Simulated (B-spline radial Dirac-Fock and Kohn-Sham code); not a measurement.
**Core and valence levels of W²⁸⁺**

System: the W²⁸⁺ ion, [Kr] 4d10; nuclear rms radius 5.3658 fm (A = 184).

Input of the calculation (task.json; shells as n, l, electrons):

```json
{"items": [{
  "Z": 74,
  "q": 28,
  "cfg": [[1, 0, 2], [2, 0, 2], [2, 1, 6], [3, 0, 2], [3, 1, 6], [3, 2, 10], [4, 0, 2], [4, 1, 6], [4, 2, 10]],
  "A": 184,
  "rrms": 5.3658,
  "do": ["binding"]
}]}
```

Command: `python xray_run.py task.json out`

Calculated with a B-spline atomic structure program, using Dirac-Fock energy differences between relaxed states, corrected for Breit and QED terms. Electron correlation is not included. Energies are counted from the vacuum level.

All terms are in eV, carry their sign (relaxation lowers the binding energy) and add up to the binding energy; ⟨r⟩ is the mean radius of the orbital in the initial state.

```
subshell  −ε (Koopmans)  relaxation    Gaunt  retardation      QED  binding energy  ⟨r⟩ (bohr)
      1s        70932.4      -67.15  -252.69        23.11  -120.07         70515.6       0.018
      2s        13186.5      -31.25   -28.04         2.04   -17.50         13111.8       0.077
   2p1/2        12624.4      -35.85   -48.04         5.21     0.04         12545.8       0.064
   2p3/2        11270.6      -32.70   -33.19         7.03    -1.68         11210.0       0.072
      3s         3852.7      -10.14    -5.25         0.35    -4.06          3833.6       0.199
   3p1/2         3604.2      -11.04    -9.09         0.87    -0.08          3584.9       0.190
   3p3/2         3304.6       -9.88    -6.07         1.34    -0.42          3289.5       0.204
   3d3/2         2893.0      -12.10    -3.89         0.32     0.33          2877.7       0.179
   3d5/2         2828.9      -11.64    -2.67         0.35     0.15          2815.1       0.183
      4s         1516.6       -1.81    -1.42         0.12    -1.13          1512.4       0.424
   4p1/2         1409.1       -1.87    -2.40         0.25    -0.02          1405.0       0.425
   4p3/2         1326.2       -1.62    -1.57         0.38    -0.11          1323.3       0.448
   4d3/2         1147.1       -1.73    -0.90         0.10     0.09          1144.6       0.446
   4d5/2         1130.3       -1.63    -0.58         0.11     0.04          1128.2       0.453
```

For the deepest level, K (1s), the Breit terms make up -0.326 % of the binding energy, QED -0.170 % and orbital relaxation -0.095 %.

Spin-orbit splittings: 2p 1335.8 eV, 3p 295.4 eV, 3d 62.65 eV, 4p 81.78 eV, 4d 16.40 eV.

Going to the tabulated ground configuration of the next ion removes an electron from N5 (4d5/2), computed at 1128.2 eV. NIST lists 1132.2 ± 1.4 eV as the ionisation energy of this species (semi-empirical), +3.96 eV from the computed value.
